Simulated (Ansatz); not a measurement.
Two isomers of C2H9BOSi: A = `BC(O)[SiH2]C`, B = `B[SiH](C)OC`.

Isolated molecules relaxed with PBE0-D4/def2-TZVP in Ansatz; ΔE leaves out vibrations. CCSD(T)/CBS is the MP2 limit (def2-TZVPP, def2-QZVPP) plus CCSD(T) − MP2 in def2-TZVPP, frozen cores. Functionals use def2-TZVPP. B3LYP here is the variant with VWN-RPA as its local correlation; programs differ in this. Each species was taken in one conformer, which may not be the lowest.

Which is lower in electronic energy at CCSD(T)/CBS, and by how much? (Estimate.)

The calculation gave: B, by 14.6 kcal/mol.

Give E(B) − E(A) in kcal/mol with CCSD(T)/def2-TZVPP, B3LYP-D4, HF/def2-TZVPP, ωB97M-V, B3LYP, PBE-D4, B2PLYP. (Estimate.)

The calculation gave: CCSD(T)/def2-TZVPP -14.7, B3LYP-D4 -14.4, HF/def2-TZVPP -21.9, ωB97M-V -12.5, B3LYP -15.2, PBE-D4 -10.1, B2PLYP -15.1. None reverses the order clearly.

Largest T1 diagnostic: 0.012.

From PBE to PBE0 (25 % exact exchange), in def2-TZVPP and without D4, E(B) − E(A) moves by −1.9 kcal/mol. In def2-TZVPP, CCSD(T) changes the Hartree–Fock value by +7.3 kcal/mol (the triples alone add +1.3 kcal/mol) and MP2 by +8.1 kcal/mol.
